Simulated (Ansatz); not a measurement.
Single points on the cluster Ba₅S₄.

```yaml
crystal:
  periodic: [false, false, false]
  atoms:
    - {symbol: Ba, position_ang: [3.500205, -4.460664, -1.271231]}
    - {symbol: Ba, position_ang: [3.928532, -0.348112, -0.106484]}
    - {symbol: Ba, position_ang: [-0.130863, -1.524651, -0.115695]}
    - {symbol: Ba, position_ang: [-4.732631, 1.479255, -0.010793]}
    - {symbol: Ba, position_ang: [-0.804905, 2.681611, 0.621280]}
    - {symbol: S, position_ang: [1.420931, 0.981160, -0.491239]}
    - {symbol: S, position_ang: [2.498956, -2.732915, 0.769682]}
    - {symbol: S, position_ang: [-2.371983, 0.121992, 0.924070]}
    - {symbol: S, position_ang: [-3.308231, 3.802315, -0.319569]}
basis:
  gaussian: {orbitals: def2-SVP, initial_orbitals: start.molden}
hamiltonian: {xc: pbe, dispersion: d4}
scf: {omitted_lower_state_checks: [starts]}
output: {orbitals: {seedname: orbitals}}
```

The file start.molden holds the orbitals of an earlier run on this structure, at another level or in another basis.

```sh
$ ansatz run in.yaml --threads 4 --pin off --events-out ev --progress --plain --max-ram 4787MiB
```

Output, abridged:

```
Functional definition: PBE
2135 factors; their error is unknown
mean field evaluation 1: about -46790.0848 eV, gradient 5.3e1 eV
mean field evaluation 2: about -46790.7918 eV, gradient 1.4e0 eV
mean field evaluation 4: about -46790.6804 eV, gradient 1.6e-1 eV
mean field evaluation 8: about -46790.6805 eV, gradient 1.5e-5 eV
mean field -46790.68050268 eV, -1719.5257926113 hartree, gradient 1.5e-5 eV, S^2 0.000000; 0 other end points of the search recorded, 0 dependent functions left out
reference -46790.68057437 eV, -1719.5257952456 hartree; 57, 57 occupied and 165, 165 virtual orbitals, 2135 factors
Total energy: -46791.21398962 eV, -1719.5453978946 hartree
Checks for a lower state left out: starts
```

It took 10 s on 4 threads of Arm Neoverse V2 on a shared host.

The first input with `gaussian: {orbitals: def2-TZVP, initial_orbitals: start.molden}`, `output: {forces: true, orbitals: {seedname: orbitals}}` (abridged; 17 s):

```
Functional definition: PBE
mean field -46808.74142767 eV, -1720.1895193625 hartree, gradient 2.0e-5 eV, S^2 0.000000
Total energy: -46809.27491933 eV, -1720.2091248192 hartree
Atom 0 force    -0.098748     0.203148     0.187949 eV/Å
Atom 1 force    -0.259679    -0.053278     0.006504 eV/Å
Atom 2 force     0.088576     0.160596     0.002263 eV/Å
Atom 3 force     0.342054     0.146874     0.034564 eV/Å
Atom 4 force    -0.148852    -0.104578    -0.050982 eV/Å
Atom 5 force     0.017362    -0.170822     0.052073 eV/Å
Atom 6 force     0.091398    -0.019525    -0.212437 eV/Å
Atom 7 force    -0.020681     0.115696    -0.081723 eV/Å
Atom 8 force    -0.011431    -0.278111     0.061790 eV/Å
Dipole moment:    -0.460921    -0.264857     0.255841 e Å
Checks for a lower state left out: starts
```

As the first input, with `gaussian: {orbitals: def2-TZVP, initial_orbitals: start.molden}`, `correlation: {method: mp2}` and without the key `hamiltonian` (abridged; 27 s):

```
Functional definition: HF
mean field evaluation 16: about -46701.6986 eV, gradient 2.3e-5 eV
mean field -46701.69859024 eV, -1716.2557676432 hartree, gradient 4.7e-6 eV, S^2 0.000000; unrestricted orbitals would lower it
20 core orbitals not correlated: weight in the atoms' cores, before any rotation towards them, 1.000 or more for the frozen orbitals, at most 0.000 for the correlated occupied ones
second order -42.14913887 eV of doubles, -0.00000000 eV of singles
Total energy: -46743.84772911 eV, -1717.8047199270 hartree
Checks for a lower state left out: starts
```

Geometry: r2SCAN-D4/def2-SVP.

In the def2 sets Ba takes a core potential; there is no spin–orbit coupling. Correlated methods freeze 20 core orbitals; core or outer-core shells of Ba are correlated, in sets that lack core-valence functions. The restricted singlet is unstable towards broken spin symmetry at other levels; at PBE-D4/def2-SVP, PBE-D4/def2-TZVP this wasn't settled. At MP2/def2-TZVP the restricted singlet (for correlated methods, its reference) is unstable: a solution with broken spin symmetry lies lower. The geometry of the singlet was relaxed on an unsound state (restricted singlet, unstable towards broken spin symmetry at other levels and untested here). The structure comes from a short search, and lower isomers may exist.
